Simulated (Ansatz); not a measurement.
`C=[CH][SnH2][F]` + CH₃OH → `C[O][SnH2][F]` + `C=C`  (ligand exchange at the Sn–C bond)

Isolated molecules relaxed with PBE0-D4/def2-TZVP in Ansatz; ΔE leaves out vibrations. CCSD(T)/CBS is the MP2 limit (def2-TZVPP, def2-QZVPP) plus CCSD(T) − MP2 in def2-TZVPP, frozen cores. This one scheme is used for every species. DFT in def2-TZVPP. B3LYP here is the variant with VWN-RPA as its local correlation; programs differ in this. HSE06 is defined as in plane-wave codes. def2 core potentials past Kr. For Sn outer-core shells are correlated without core-valence functions, which leaves a few kJ/mol of doubt a bond. Each species was taken in one conformer, which may not be the lowest.

```json
{"level": "BLYP-D4", "ΔE (kJ/mol)": "-45.4", "difference from CCSD(T)/CBS": "-6.1"}
{"level": "B3LYP-D4", "ΔE (kJ/mol)": "-42.0", "difference from CCSD(T)/CBS": "-2.7"}
{"level": "ωB97X-V", "ΔE (kJ/mol)": "-40.7", "difference from CCSD(T)/CBS": "-1.4"}
{"level": "ωB97M-V", "ΔE (kJ/mol)": "-37.9", "difference from CCSD(T)/CBS": "1.4"}
{"level": "PBE", "ΔE (kJ/mol)": "-37.2", "difference from CCSD(T)/CBS": "2.1"}
{"level": "revPBE", "ΔE (kJ/mol)": "-37.2", "difference from CCSD(T)/CBS": "2.1"}
{"level": "HSE06", "ΔE (kJ/mol)": "-33.5", "difference from CCSD(T)/CBS": "5.8"}
{"level": "MP2/def2-SVP", "ΔE (kJ/mol)": "-43.6", "difference from CCSD(T)/CBS": "-4.3"}
{"level": "MP2/def2-TZVPP", "ΔE (kJ/mol)": "-34.8", "difference from CCSD(T)/CBS": "4.5"}
{"level": "MP2/CBS(def2)", "ΔE (kJ/mol)": "-38.3", "difference from CCSD(T)/CBS": "1.0"}
{"level": "CCSD(T)/CBS", "ΔE (kJ/mol)": "-39.3", "difference from CCSD(T)/CBS": "0"}
```

Largest T1 diagnostic among the species: 0.014.

Leaving LDA and LC-ωPBE aside and taking each functional with its dispersion term where it has one, the values, not all of them listed here, spread over 14.0 kJ/mol, from B97M-V to HSE06-D4. LDA lies +3.4 kJ/mol from PBE without D4. From PBE to PBE0 (25 % exact exchange), in def2-TZVPP and without D4, ΔE moves by +3.6 kJ/mol. In def2-TZVPP, CCSD(T) changes the Hartree–Fock value by +7.7 kJ/mol (the triples alone add −0.1 kJ/mol) and MP2 by +8.7 kJ/mol.
